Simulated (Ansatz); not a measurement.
Basis-set extrapolation for `OB(Cl)Cl` (PBE0-D4/def2-TZVP geometry, frozen core, Ansatz 0.2.0). Multiplicity 1, RHF reference.

|  | cc-pV(T+d)Z | cc-pV(Q+d)Z |
| --- | --- | --- |
| HF | -1019.356060 | -1019.370598 |
| MP2 correlation | -0.712175 | -0.776227 |
| CCSD(T) correlation | -0.776558 | -0.839988 |

Energies in hartree. Use E(X) = E(∞) + A·exp(−5.46·√X) for Hartree–Fock and E(X) = E(∞) + B·X^(−3.05) for correlation, with X = 3 and 4.

Q: What is the CCSD(T) energy at the basis-set limit?

A: HF limit: -1019.370598 + (-0.014538) × 0.30130 = -1019.37498. Correlation limit: -0.839988 + (-0.063430) × 0.71189 = -0.88514. Total: -1020.26012 hartree, 334.8 kJ/mol below CCSD(T)/cc-pV(T+d)Z.
